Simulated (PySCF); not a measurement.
Dipole polarisabilities along the second row

Calculated with PySCF 2.14 for the ground configurations, without spin-orbit coupling: coupled response for Hartree-Fock and DFT, finite fields for MP2 and CCSD(T), with Be 1s2; B 1s2; C 1s2; N 1s2; O 1s2; F 1s2; Ne 1s2 frozen. Mean α in bohr³, C₆ of like pairs in atomic units.

```csv
species,α UHF,α PBE,α PBE0,α MP2,α CCSD(T),α recommended (Schwerdtfeger and Nagle),C₆ UHF,C₆ PBE,C₆ PBE0
"Li [He] 2s1 (aug-cc-pVTZ-DK, spin-free X2C)",169.4,143.1,147.5,n/a,n/a,164.1,1472,1141,1195
"Be [He] 2s2 (aug-cc-pVTZ-DK, spin-free X2C)",45.42,42.93,43.02,42.53,37.94,37.74 ± 0.03,281.4,259.0,259.9
"B [He] 2s2 2p1 (aug-cc-pVTZ, non-relativistic)",22.15,23.55,22.50,19.75,20.60,20.5 ± 0.1,106.1,116.1,109.9
"C [He] 2s2 2p2 (aug-cc-pVTZ-DK, spin-free X2C)",11.91,13.23,12.54,11.48,11.69,11.3 ± 0.4,46.28,54.06,50.45
"N [He] 2s2 2p3 (aug-cc-pVTZ-DK, spin-free X2C)",7.106,8.022,7.601,7.124,7.209,7.4 ± 0.2,23.19,27.72,25.82
"O [He] 2s2 2p4 (aug-cc-pVTZ, non-relativistic)",4.602,5.453,5.128,4.933,5.008,5.3 ± 0.2,13.53,16.76,15.54
"F [He] 2s2 2p5 (aug-cc-pVTZ-DK, spin-free X2C)",3.111,3.746,3.520,3.422,3.440,3.74 ± 0.08,8.186,10.25,9.517
"Ne [Ne] (aug-cc-pVTZ, non-relativistic)",2.194,2.635,2.483,2.437,2.421,2.661,5.186,6.461,6.024
```

Hartree-Fock lacks correlation. MP2 and CCSD(T) carry the error of the frozen core. All values carry a basis error.
